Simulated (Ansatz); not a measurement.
Ideal-gas functions of `[OH][In]([OH])[SH]` at 500 K and 1 bar, from an Ansatz frequency run at PBE0-D4/def2-TZVP.

Molar mass 181.91 g/mol, point group Cs (symmetry number 1), electronic degeneracy 1, moments of inertia 97.771, 216.945, 314.716 u Å². Harmonic wavenumbers (cm⁻¹, unscaled): 87, 124, 128, 212, 273, 309, 359, 603, 614, 681, 807, 836, 2707, 3879, 3893.

Use S(trans) = R[1.5 ln M + 2.5 ln T − 1.1517]; rotational temperatures θ = 24.2544 K / I; S(rot) = R[ln(√π/σ · √(T³/θAθBθC)) + 1.5]; for each mode x = 1.438777 ν̃/T, S = R[x/(eˣ − 1) − ln(1 − e⁻ˣ)] and H = RT x/(eˣ − 1); 1 cm⁻¹ = 0.0119627 kJ/mol; R = 8.31446 J/(mol·K).

Question: By hand: the entropy, in J/(mol·K).

Answer: Translation 184.5. Rotation: θ = 0.2481, 0.1118, 0.0771 K, giving 120.3. Vibration, mode by mode: 19.85, 16.93, 16.67, 12.55, 10.53, 9.56, 8.40, 4.70, 4.59, 3.94, 2.96, 2.77, 0.03, 0.00, 0.00, in all 113.5. Electronic 0.0. Sum 418.3 J/(mol·K).

Question: By hand: H − E and G − E in kJ/mol, counted from the electronic energy.

Answer: Zero-point energy ½ × 15512 × 0.0119627 = 92.8; thermal vibration 27.7; translation, rotation and pV give 4 RT = 16.6. H − E = 137.1 kJ/mol, and G − E = 137.1 − 500 × 418.3/1000 = -72.1 kJ/mol.

Vibration gives 27 % of the entropy, 53.4 J/(mol·K) of it from the modes under 150 cm⁻¹: soft modes count most, and the harmonic formula is weakest for them. The sum counts one conformer and one mirror image; others add a mixing term.
